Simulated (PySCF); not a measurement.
An unknown is described by computed data only.

Formula: C6H7F.

| Property | Result |
| --- | --- |
| Triplet | lowest triplet excitation (Tamm–Dancoff): 2.76 eV [TDA wB97X-D/def2-SVPD] |
| Dipole | 2.00 D [wB97X-D/def2-SVPD] |
| UV, first state | lowest singlet excitation: 4.53 eV (274 nm, f = 0.044) [TDDFT wB97X-D/def2-SVPD] |
| 13C NMR | chemical shifts (computed TMS as zero) by class: 150.3 (2 C), 138.3 (2 C), 105.9 (1 C), 23.7 (1 C) ppm [GIAO PBE0/pcSseg-1] |
| UV, strongest line | among the 8 lowest singlet transitions: S6 at 7.70 eV (161 nm, f = 0.058) [TDDFT wB97X-D/def2-SVPD] |
| Rotational structure | rotational constants A, B, C: 4.568, 2.451, 2.328 GHz [GFN2-xTB] |

Gas-phase values; electronic properties from PySCF, density fitting. Levels stand in brackets. Geometry: GFN2-xTB; no solvent, vibrations or thermal averaging. Each NMR value is the plain mean over a class of atoms that symmetry, rotation or inversion makes alike.

Problem. What is the compound? Reason from the data.

Solution. Numbering: `[CH3:1][C:2]1([F:3])[CH:4]=[CH:5][CH:6]=[CH:7]1`. Its formula, C6H7F, gives 3 degrees of unsaturation: 1 ring and 2 π bonds in the structure found. 6 carbons fall into 4 classes; from least to most shielded: alkene CH carbon [C4/C7] (150.3 ppm, 2 C), alkene CH carbon [C5/C6] (138.3 ppm, 2 C), sp3 C–F carbon [C2] (105.9 ppm), methyl carbon [C1] (23.7 ppm). The optimised geometry has point group Cs and is an asymmetric top. Structure: `CC1(F)C=CC=C1`. Computed isomers that give other values at the same levels: `C=C/C=C/C(=C)F` (13C chemical shifts (computed TMS as zero) by class: 173.6 (1 C), 144.3 (1 C), 140.6 (1 C), 130.9 (1 C), 129.3 (1 C), 101.2 (1 C) ppm); `C#CC(F)=C(C)C` (rotational constant A: 4.011 GHz; this holds for the one conformer computed); `FC1=CC[C@@H]2C[C@H]12` (13C chemical shifts (computed TMS as zero) by class: 178.5 (1 C), 104.4 (1 C), 34.0 (1 C), 24.1 (1 C), 18.6 (1 C), 17.2 (1 C) ppm). The assignments are read from this structure; whether some other isomer fits the data as well wasn't checked.
